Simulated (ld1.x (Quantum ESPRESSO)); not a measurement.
**iodine (I): excitation energies, all-electron against TM**

iodine (I), norm-conserving Troullier–Martins (Kleinman–Bylander form), made with ld1.x (Quantum ESPRESSO) 7.5 (PBE, scalar-relativistic). Core [Kr] 4d10, reference 5s1.75 5p5.25. Waves: 5s (bound): rc 1.35 bohr; 5p (bound): rc 2.10 bohr. Local part: the p channel. Core correction: a·sin(br)/r model core inside 0.60 bohr.

Energies are relative to the spin-unpolarised reference configuration 5s1.75 5p5.25; without spin polarisation the order of configurations can differ from experiment.

| valence configuration | charge | ΔE all-electron (eV) | error AE − PS (meV) |
| --- | --- | --- | --- |
| 5s2 5p5 | 0 | -2.586 | -1.0 |
| 5s2 5p4 | +1 | 8.545 | -4.1 |
| 5s2 5p3 | +2 | 28.391 | -11 |
| 5s2 5p4.5 | +0.5 | 1.946 | -2.4 |
| 5s2 5p2 | +3 | 57.719 | -32 |
| 5s1 5p5 | +1 | 19.525 | -14 |

Q: What are ΔE and the potential's error for 5s2 5p1?

A: ΔE = 97.144 eV all-electron; the error (AE − PS) is -90 meV.

Levels in the configuration 5s2 5p1:

```
level  all-electron (eV)  pseudo (eV)
   5s            -57.496      -57.582
   5p            -44.663      -44.739
```
